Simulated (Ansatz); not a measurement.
`CO[B-](OC)(OC)Oc1ccc(F)cc1` was relaxed with PBE-D4 (def2-SVP) in Ansatz in these states: charge -1 singlet, neutral doublet. The geometries follow in no particular order.

A:

Cartesian coordinates in Å:
```
C 2.507 1.717 -1.241
O 1.538 0.917 -1.834
B 0.800 0.014 -0.949
O 1.656 -0.934 -0.231
C 2.359 -1.828 -1.032
O -0.192 -0.724 -1.725
C -1.100 0.021 -2.470
O 0.139 0.894 0.105
C -0.702 0.444 1.027
C -1.338 1.393 1.876
C -2.242 1.002 2.872
C -2.533 -0.357 3.036
F -3.415 -0.747 4.005
C -1.927 -1.320 2.220
C -1.020 -0.931 1.225
H 3.042 2.309 -2.023
H 2.080 2.445 -0.504
H 3.280 1.127 -0.682
H 3.055 -1.318 -1.750
H 2.979 -2.502 -0.392
H 1.690 -2.474 -1.655
H -1.812 0.611 -1.833
H -1.720 -0.660 -3.101
H -0.601 0.756 -3.150
H -1.093 2.456 1.723
H -2.730 1.740 3.527
H -2.173 -2.382 2.376
H -0.528 -1.671 0.582
```

B:

| atom | x (Å) | y (Å) | z (Å) |
| --- | --- | --- | --- |
| C1 | 2.408 | -2.149 | 0.803 |
| O2 | 1.659 | -1.818 | -0.330 |
| B3 | 0.386 | -1.161 | -0.098 |
| O4 | -0.470 | -1.713 | 0.919 |
| C5 | -0.954 | -3.010 | 0.664 |
| O6 | -0.324 | -0.969 | -1.333 |
| C7 | 0.370 | -0.491 | -2.457 |
| O8 | 0.838 | 0.246 | 0.507 |
| C9 | 0.038 | 1.272 | 0.460 |
| C10 | 0.611 | 2.582 | 0.616 |
| C11 | -0.187 | 3.713 | 0.560 |
| C12 | -1.576 | 3.557 | 0.352 |
| F13 | -2.343 | 4.651 | 0.296 |
| C14 | -2.177 | 2.292 | 0.216 |
| C15 | -1.386 | 1.150 | 0.271 |
| H16 | 3.323 | -2.697 | 0.499 |
| H17 | 2.712 | -1.230 | 1.363 |
| H18 | 1.828 | -2.769 | 1.527 |
| H19 | -0.131 | -3.750 | 0.518 |
| H20 | -1.573 | -3.344 | 1.523 |
| H21 | -1.580 | -3.041 | -0.259 |
| H22 | 0.735 | 0.556 | -2.321 |
| H23 | -0.309 | -0.504 | -3.335 |
| H24 | 1.260 | -1.119 | -2.686 |
| H25 | 1.698 | 2.648 | 0.767 |
| H26 | 0.227 | 4.726 | 0.667 |
| H27 | -3.267 | 2.230 | 0.081 |
| H28 | -1.815 | 0.143 | 0.208 |

Problem. Judge from the bond lengths which geometry belongs to which state (an estimate).

Solution. A is the charge -1 singlet (B3–O8 1.524 Å, C12–F13 1.367 Å, B3–O4 1.465 Å); B is the neutral doublet (B3–O8 1.596 Å, C12–F13 1.337 Å, B3–O4 1.439 Å).
